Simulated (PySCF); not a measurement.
2-chlorocyclopenta-1,3-diene (C5H5Cl), SMILES C1CC=CC=1Cl.

Geometry: PBE0-D3(BJ)/def2-SVP. One conformer was computed; it need not be the lowest.

The numbers are results of PBE/def2-TZVP in PySCF, not measurements.

Symmetry labels are those of the subgroup Cs that the program uses (full group Cs).

Computed valence orbital energies around the gap with their symmetry:
| orbital | symmetry | energy (eV) |
|---|---|---|
| HOMO−7 | A' | -10.10 |
| HOMO−6 | A' | -9.82 |
| HOMO−5 | A' | -9.26 |
| HOMO−4 | A' | -9.05 |
| HOMO−3 | A" | -8.95 |
| HOMO−2 | A' | -7.29 |
| HOMO−1 | A" | -6.98 |
| HOMO | A" | -5.49 |
| LUMO | A" | -1.76 |
| LUMO+1 | A' | 0.11 |
| LUMO+2 | A" | 0.46 |
| LUMO+3 | A' | 0.95 |
